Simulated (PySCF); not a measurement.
# C₆ coefficients of unlike pairs at r2SCAN0

Calculated with PySCF 2.14 from the dipole response of each species, C₆(A,B) = (3/π) ∫ α_A(iu) α_B(iu) du, in atomic units, from isotropic polarisabilities. For ions this is the dispersion term alone; charge-induced terms of lower order in 1/R come first.

```json
{"species": "Ba²⁺", "configuration": "[Xe] (1S)", "basis": "aug-cc-pwCVTZ-X2C with one added diffuse shell each of s, p, d, f type (12s11p9d5f)", "relativity": "spin-free X2C", "α (bohr³)": "10.56", "C₆ (like pair)": "77.75"}
{"species": "Fe", "configuration": "[Ar] 3d6 4s2 (5D)", "basis": "aug-cc-pwCVTZ (10s9p7d4f3g)", "relativity": "none", "α (bohr³)": "66.34", "C₆ (like pair)": "621.2"}
{"species": "Ar", "configuration": "[Ar] (1S)", "basis": "aug-cc-pwCVDZ (6s5p3d)", "relativity": "none", "α (bohr³)": "9.961", "C₆ (like pair)": "59.31"}
```

(1) Estimate C₆ for Fe with Ba²⁺.

No spin-orbit coupling is included.

The other pairs:

```json
{"pair": "Ar, Ba²⁺", "C₆": "67.66"}
{"pair": "Ar, Fe", "C₆": "158.8"}
```

Answers

(1) The integral gives 174.9. The combination rule 2 C_A C_B / (C_A α_B/α_A + C_B α_A/α_B) gives 164.4 and the geometric mean 219.8.
